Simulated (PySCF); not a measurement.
# MF₂ across group 14

Level: B3LYP, basis family def2-TZVP, no relativity.

Each entry is the lowest minimum that a search over a few typed start shapes (and spin states, where more than one is plausible) found, or that minimum re-optimised at the stated level; isomers with ligand–ligand bonds, or fragments after loss of a ligand pair, can lie lower. Open shells are unrestricted; no spin–orbit coupling; PySCF with density fitting.

| molecule | 2S+1 | point group | mean bond to the central atom (Å) | gap (eV) | dipole (D) | polar-tensor charge of the central atom | distinct angles (°) |
| --- | --- | --- | --- | --- | --- | --- | --- |
| CF₂ | 1 | C2v | 1.304 | 5.97 | 0.63 | 0.86 | 105 |
| SiF₂ | 1 | C2v | 1.609 | 5.78 | 1.21 | 1.10 | 101 |
| GeF₂ | 1 | C2v | 1.758 | 5.93 | 2.64 | 1.24 | 97 |

The bond lengthens at every step; the largest change, 0.305 Å, falls between CF₂ and SiF₂ among the members listed.

Left out of the table are members whose search was unfinished or whose lowest solution was spin-contaminated, unstable, very soft or bonded differently.
